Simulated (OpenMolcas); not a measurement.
## Mg+: CASPT2 settings compared

```yaml
Program: OpenMolcas 26.06
Basis: ANO-L-VDZP [4s3p1d]
Scalar_Hamiltonian: non-relativistic, point nucleus
Active_space: 1 electron in 4 orbitals (3s 3p)
State_averaging: 2S+1 = 2 even, 1 root; 2S+1 = 2 odd, 3 roots
Spin-orbit_coupling: RASSI with atomic mean-field integrals over the reference wave functions, term energies averaged over their components
```

Methods on the same reference wave functions:
A. CASSCF
B. SS-CASPT2, IPEA 0.35 Eh, imaginary shift 0.2 Eh (closed shells correlated: 2s 2p)
C. SS-CASPT2, IPEA 0.6 Eh, imaginary shift 0.4 Eh (closed shells correlated: 2s 2p)

Energies in cm⁻¹ above 3s ²S_1/2, the measured ground level; measured values from NIST Handbook of Basic Atomic Spectroscopic Data.

| Level | A | B | C | Measured |
| --- | --- | --- | --- | --- |
| 3s ²S_1/2 | 0.0 | 0.0 | 0.0 | 0.0 |
| 3p ²P°_1/2 | 34521 | 34629 | 34625 | 35669 |
| 3p ²P°_3/2 | 34586 | 34694 | 34690 | 35761 |

Deviations, from unrounded energies. A percentage is the sum of absolute deviations over the sum of measured energies, with the sign that they share, or ± where signs differ.

| Against measurement | Levels | A | B | C |
| --- | --- | --- | --- | --- |
| mean absolute deviation (cm-1) | 2 | 1200 | 1100 | 1100 |
| other configurations (%) | 2 | -3.3 | -2.9 | -3.0 |

B, C lie about equally close to measurement and A furthest from it. The largest miss of B in the table is 3p ²P°_3/2, by -1100 cm-1. The ranking rests on the paired levels alone, and a cruder setting can come out closer through cancelling errors.

Between B and C no level of the table moves by more than 5 cm-1.

The lowest spin-free term lies below A's lowest term by 0.004 hartree in B, 0.003 hartree in C.

ANO sets are built for ground and valence states and can reach diffuse excited orbitals poorly. With one active electron the reference holds no correlation, so core polarisation is missing (holds for A). With one active electron, CASPT2 adds the correlation within the correlated inactive shells and between them and that electron, and leaves the splitting within a term as the reference gives it (holds for B; C). Computed and measured levels are paired by configuration, term and J; levels that our copy of the source lacks, or whose pairing is in doubt (as where it misses far off the trend of its configuration), stay unpaired and out of the deviations. Only configurations of the active space appear.

° marks odd parity.
